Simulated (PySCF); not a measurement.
Compound: C₅H₄F₄.
InChI=1S/C5H4F4/c6-4-2-1-3(4)5(7,8)9/h1-2H2

The calculation used PBE0-D3(BJ)/def2-SVP geometry optimisation, gas phase (PySCF).

Take the most abundant isotopes and a rigid rotor. 

What are A, B and C (cm⁻¹)?

Ia = 196.51, Ib = 397.27, Ic = 499.58 u·Å²; 505379 MHz·u·Å²/I gives 2572, 1272 and 1012 MHz, that is A = 0.08578, B = 0.04243, C = 0.03374 cm⁻¹.

What kind of rotor is it?

An asymmetric top. Ray's parameter κ = (2B − A − C)/(A − C) = -0.666; −1 is the prolate and +1 the oblate limit.

What does the inertial defect say?

Not planar: Δ = Ic − Ia − Ib = -94.21 u·Å². For a rigid frame Δ = −2 Σ m c², so Σ m c² = 47.10 u·Å² lies off the ab plane: 3.26 from hydrogen and 43.85 from heavier atoms. The atom farthest from that plane is 1.08 Å away.

Give the other two planar moments, Paa and Pbb, and the rms extents of the mass along the axes.

Paa = Σ m a² = (Ib + Ic − Ia)/2 = 350.17 and Pbb = Σ m b² = (Ia + Ic − Ib)/2 = 149.41 u·Å². With the mass M = 140.02 u, the rms extents √(P/M) along a, b and c are 1.58, 1.03, 0.58 Å.

Give the coordinates in the principal-axis frame, origin at the centre of mass.

The sense of each axis is arbitrary; atoms in the order of the calculation.
| atom | mass (u) | a (Å) | b (Å) | c (Å) |
| --- | --- | --- | --- | --- |
| F1 | 18.998 | -1.808 | 1.576 | 0.000 |
| C2 | 12.000 | -1.479 | 0.310 | 0.002 |
| C3 | 12.000 | -0.315 | -0.351 | 0.005 |
| C4 | 12.000 | 1.117 | 0.026 | 0.001 |
| F5 | 18.998 | 1.743 | -0.455 | -1.081 |
| F6 | 18.998 | 1.755 | -0.472 | 1.067 |
| F7 | 18.998 | 1.275 | 1.349 | 0.010 |
| C8 | 12.000 | -1.014 | -1.692 | 0.002 |
| C9 | 12.000 | -2.359 | -0.896 | -0.002 |
| H10 | 1.008 | -0.851 | -2.304 | 0.902 |
| H11 | 1.008 | -0.846 | -2.303 | -0.897 |
| H12 | 1.008 | -2.988 | -1.031 | 0.891 |
| H13 | 1.008 | -2.976 | -1.027 | -0.905 |

Where do the levels up to J = 4 lie, in K?

Above 0(0,0), as E/k:
J = 1: 1(0,1) 0.110, 1(1,1) 0.172, 1(1,0) 0.184
J = 2: 2(0,2) 0.327, 2(1,2) 0.379, 2(1,1) 0.416, 2(2,1) 0.603, 2(2,0) 0.605
J = 3: 3(0,3) 0.649, 3(1,3) 0.688, 3(1,2) 0.763, 3(2,2) 0.932, 3(2,1) 0.940, 3(3,1) 1.276, 3(3,0) 1.276
J = 4: 4(0,4) 1.072, 4(1,4) 1.098, 4(1,3) 1.222, 4(2,3) 1.369, 4(2,2) 1.393, 4(3,2) 1.718, 4(3,1) 1.719, 4(4,1) 2.195, 4(4,0) 2.195
The levels of one J sum to (2J + 1)J(J + 1)(A + B + C)/3.

Predict some low-J microwave lines.

The dipole components are |μa| = 2.46 D, |μb| = 1.72 D, |μc| = 0.00 D; the mirror of this Cs structure is the ab plane, so μc vanishes by symmetry and there are no c-type lines. The squared components, which scale the intensities, stand as 1.00 : 0.49 (a : b). Some lines, for components of 0.1 D or more:

| type | branch | J(Ka,Kc) | MHz | lower level (cm⁻¹) |
| --- | --- | --- | --- | --- |
| b | Q | 1(1,0) ← 1(0,1) | 1560 | 0.076 |
| b | R | 1(1,1) ← 0(0,0) | 3583 | 0.000 |
| b | Q | 3(2,1) ← 3(1,2) | 3705 | 0.530 |
| b | Q | 2(2,0) ← 2(1,1) | 3934 | 0.289 |
| a | R | 2(1,2) ← 1(1,1) | 4307 | 0.120 |
| a | R | 2(0,2) ← 1(0,1) | 4532 | 0.076 |
| a | R | 2(1,1) ← 1(1,0) | 4828 | 0.128 |
| b | Q | 3(2,2) ← 3(1,3) | 5092 | 0.478 |
| b | R | 3(0,3) ← 2(1,2) | 5639 | 0.263 |
| a | R | 3(2,2) ← 2(2,1) | 6851 | 0.419 |
| b | Q | 3(3,0) ← 3(2,1) | 7000 | 0.654 |
| b | Q | 3(3,1) ← 3(2,2) | 7170 | 0.648 |
| a | R | 3(1,2) ← 2(1,1) | 7218 | 0.289 |
| b | R | 3(1,3) ← 2(0,2) | 7514 | 0.227 |
| b | R | 3(3,0) ← 2(2,1) | 14024 | 0.419 |

No PBE0-D3(BJ)/def2-SVP frequencies stand behind this structure, so it isn't proved a minimum. Constants of a rigid frame at the computed geometry: no zero-point averaging, no centrifugal distortion.

Conformer computed: `[F:1][C:2]1=[C:3]([C:4]([F:5])([F:6])[F:7])[CH2:8][CH2:9]1`: C2–C3–C4–F5 -120°.
